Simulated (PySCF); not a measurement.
C₆ coefficients of unlike pairs at wB97M-V

Calculated with PySCF 2.14 from the dipole response of each species, C₆(A,B) = (3/π) ∫ α_A(iu) α_B(iu) du, in atomic units, from isotropic polarisabilities. For ions this is the dispersion term alone; charge-induced terms of lower order in 1/R come first.

| species | configuration | basis | relativity | α (bohr³) | C₆ (like pair) |
| --- | --- | --- | --- | --- | --- |
| Br⁺ | [Ar] 3d10 4s2 4p4 (3P) | def2-TZVPPD (7s6p5d1f) | none | 12.68 | 77.48 |
| Ge⁺ | [Ar] 3d10 4s2 4p1 (2P) | aug-cc-pwCVTZ-PP with ECP10MDF (8s7p6d4f1g) | core potential | 18.88 | 108.0 |
| B²⁺ | [He] 2s1 (2S) | aug-cc-pVTZ with one added diffuse shell each of s, p, d, f type (6s5p4d3f) | none | 6.431 | 7.856 |

(1) Estimate C₆ for Ge⁺ with Br⁺.

No spin-orbit coupling is included.

The other pairs:

| pair | C₆ |
| --- | --- |
| B²⁺, Ge⁺ | 28.39 |
| B²⁺, Br⁺ | 22.56 |

Results:

(1) The integral gives 89.60. The combination rule 2 C_A C_B / (C_A α_B/α_A + C_B α_A/α_B) gives 89.06 and the geometric mean 91.46.
